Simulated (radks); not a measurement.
Values are calculated unless marked as measured or tabulated.
Removal energies from the argon ion Ar10+, [He] 2s2 2p4, by Delta-SCF beside the eigenvalue of the level emptied. Code: a radial shooting solver on a logarithmic mesh with Libxc functionals. Model: scalar-relativistic Kohn-Sham, LDA (Slater exchange, Perdew-Wang correlation), spin-polarised, spherical densities, finite nucleus; Fermi nuclear charge, rms radius of each element as measured or else 0.836 A^(1/3) + 0.57 fm. Open shells are filled with parallel spins first.

removed from  final configuration  Delta-SCF (eV)  -eigenvalue (eV)
2p                   [He] 2s2 2p3          538.44            509.35
2s                   [He] 2s1 2p4          594.04            568.26
1s                    1s1 2s2 2p4          3538.7            3441.0
